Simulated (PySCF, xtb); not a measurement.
Cl₃H₂NZr, SMILES [NH2][Zr]([Cl])([Cl])[Cl], multiplicity 1.

GFN2-xTB in xtb at its own geometry gives an orbital gap of 2.46 eV and a dipole moment of 4.71 D.

Coordinates come from a PBE0-D3(BJ)/def2-SVP optimisation. The spin state was assumed, not searched. The structure was generated by enumeration; whether it is a known compound was not checked. The def2 effective core potentials stand for the cores of Zr; spin–orbit coupling is left out. The values are those of a single conformer.

Problem. What does PBE/def2-TZVP run with PySCF give? (An estimate is asked for; the answer gives what the named calculation found.)

Solution. gap 4.01 eV (levels -7.04 and -3.03 eV), dipole 2.87 D.
